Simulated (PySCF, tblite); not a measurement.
Task: Give a GFN2-xTB geometry of `C=Cn1nnc2cccc(C)c21`.

Result: 
```
atom  x, y, z in Å
C1     3.5818    0.0012   -0.1836
C2     2.3066    0.3598   -0.1662
N3     1.2721   -0.5493    0.0052
N4     1.5342   -1.8621    0.1618
N5     0.4686   -2.5216    0.3019
C6    -0.5941   -1.6687    0.2464
C7    -1.9606   -1.9188    0.3490
C8    -2.7949   -0.8328    0.2514
C9    -2.2927    0.4598    0.0586
C10   -0.9443    0.7444   -0.0477
C11   -0.4692    2.1507   -0.2534
C12   -0.0882   -0.3575    0.0506
H13    3.8691   -1.0279   -0.0626
H14    4.3579    0.7314   -0.3187
H15    1.9882    1.3823   -0.2849
H16   -2.3231   -2.9224    0.4971
H17   -3.8639   -0.9661    0.3236
H18   -2.9966    1.2768   -0.0109
H19    0.0838    2.2421   -1.1885
H20   -1.3190    2.8276   -0.2962
H21    0.1754    2.4678    0.5667
```

Orientation and origin are arbitrary. Atoms count from 1 in this order. N3 (pyrrole-type nitrogen) is planar (angles 130.6°, 120.5° and 108.9°, sum 360.0°, 0.00 Å off the plane of its three neighbours). The 12 heavy atoms lie in one plane (0.000 Å rms). The 6-membered ring C6–C7–C8–C9–C10–C12 has internal angles of 115.4° to 123.4°; it is planar, 0.00 Å rms from its mean plane, widest ring torsion 0°. The 2 N–N bonds span 1.261 Å (N4–N5, aromatic) to 1.348 Å (N3–N4, aromatic), a spread of 0.087 Å.

Bonds between heavy atoms (Å): C1=C2 1.325, C2–N3 1.388, N3–N4 1.348, N4–N5 1.261, N5–C6 1.364, C6–C7 1.393, C7–C8 1.373, C8–C9 1.400, C9–C10 1.382, C10–C11 1.499, C10–C12 1.399, N3–C12 1.374, C6–C12 1.419.

Structure optimised with GFN2-xTB, isolated species.

Point group: Cs (every atom within 0.08 Å of its image). Its GFN2-xTB frequencies are all real (lowest 57 cm⁻¹). One conformer, not necessarily the lowest (C1–C2–N3–N4 0°).

The numbers are calculated, not measured.
